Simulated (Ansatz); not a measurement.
Calculated with Ansatz (gas phase, PBE0-D4/def2-TZVP geometries, no zero-point term in ΔE). CCSD(T)/CBS is the MP2 limit (def2-TZVPP, def2-QZVPP) plus CCSD(T) − MP2 in def2-TZVPP, frozen cores. This one scheme is used for every species. DFT in def2-TZVPP. Each species was taken in one conformer, which may not be the lowest.

Consider the ligand exchange at the Si–C bond: `N[SiH]([SiH3])CCl` + H₂S → `N[SiH]([SiH3])S` + `CCl`.

| level | ΔE (kJ/mol) |
| --- | --- |
| ωB97M-V | -67.3 |
| PBE | -74.2 |
| SCS-MP2/def2-TZVPP | -69.0 |
| SCS-MP2/def2-QZVPP | -70.6 |

(1) What does CCSD(T)/CBS give? (Estimate.)

Largest T1 diagnostic among the species: 0.012.

## Answers

(1) The calculation gave: -68.7 kJ/mol. The listed levels differ from it by 1.4, -5.5, -0.3, -1.9 kJ/mol.

In def2-TZVPP, CCSD(T) changes the Hartree–Fock value by +9.9 kJ/mol (the triples alone add +0.4 kJ/mol) and MP2 by +6.7 kJ/mol. The D4 term adds +3.5 kJ/mol with B3LYP and +2.2 kJ/mol with PBE0; it sums over pairs of atoms, weighted by their polarisabilities, and B3LYP, whose exchange is more repulsive, gets the larger term.

B3LYP here is the variant with VWN-RPA as its local correlation; programs differ in this.
